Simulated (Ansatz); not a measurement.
## Loss of SiH4: C2H9NSi → C2H5N + SiH4

Species: C2H9NSi `CCN[SiH3]`, singlet; C2H5N (ethanimine) `[H]/N=C\C`, singlet; SiH4 (silane) `[SiH4]`, singlet. 

Shapes, held fixed at every level: PBE0-D4/def2-TZVP. Flexible molecules stand in one conformer, not always the lowest. Programs: Ansatz 0.2.0. The zero-point and thermal change to 298 K, harmonic and unscaled (PBE0-D4/def2-TZVP), is -17.1 kJ/mol.

```
               level                    kind  ΔH(298 K) (kJ/mol)  less CCSD(T)/CBS estimate  CPU time (sum over the molecules)
    SPW92/def2-TZVPP                     LDA              +165.5                      +31.6                               24 s
   PBE-D4/def2-TZVPP                     GGA              +127.4                       -6.5                               41 s
r2SCAN-D4/def2-TZVPP                meta-GGA              +134.6                       +0.7                               60 s
  wB97M-V/def2-TZVPP  range-separated hybrid              +134.6                       +0.7                            1.8 min
   B2PLYP/def2-TZVPP           double hybrid              +121.9                      -12.0                               59 s
       CCSD/def2-SVP   coupled cluster or CI              +118.6                      -15.3                                  –
CCSD(T)/CBS estimate   coupled cluster or CI              +133.9                        0.0                             21 min
```

The highest level, CCSD(T)/CBS estimate, gives ΔH(298 K) = +133.9 kJ/mol; the levels span +118.6 to +165.5. The column of differences is taken from that level and isn't an error. No measured value is set beside it here. The CBS estimate extrapolates MP2 from def2-TZVPP and def2-QZVPP and adds CCSD(T) − MP2 in the triple-zeta set, cores frozen. Times are processor times on shared x86 and Arm servers, and rough.
